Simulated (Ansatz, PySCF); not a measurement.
Reaction 2 R1 + 3 R2 → 4 P1 + P2, each structure at its B3LYP-D3(BJ)/def2-TZVP stationary point, reached from a drawn start (curvature not checked).
P1, H2 (SMILES [H][H]) (charge 0, multiplicity 1, Z-matrix in Å and degrees):
```
H
H 1 0.7440
```
R1: H2O (SMILES O), charge 0, multiplicity 1.
R2, SiH4 (SMILES [SiH4]) (charge 0, multiplicity 1):
```xyz
5

Si     0.00000     0.00000     0.00000
H      0.85468     0.85468     0.85468
H     -0.85468    -0.85468     0.85468
H     -0.85468     0.85468    -0.85468
H      0.85468    -0.85468    -0.85468
```
P2: H8O2Si3 (SMILES [SiH3]O[SiH2]O[SiH3]), charge 0, multiplicity 1.

P less R. No zero-point or thermal terms. One arrangement of each flexible species, with no search for the lowest.

Programs: Ansatz (a program for electronic structure); PySCF for M06-2X and the D3/D4 terms. Each number belongs to the level named beside it.

Q: One of these levels gives -85.97 kcal/mol for the reaction energy. Name it.
A) BLYP-D3(BJ)/def2-TZVPP
B) M06-2X/def2-TZVPP
C) revPBE-D3(BJ)/def2-TZVPP

A: B, M06-2X/def2-TZVPP. The others give -75.75 (BLYP-D3(BJ)/def2-TZVPP), -67.66 (revPBE-D3(BJ)/def2-TZVPP)
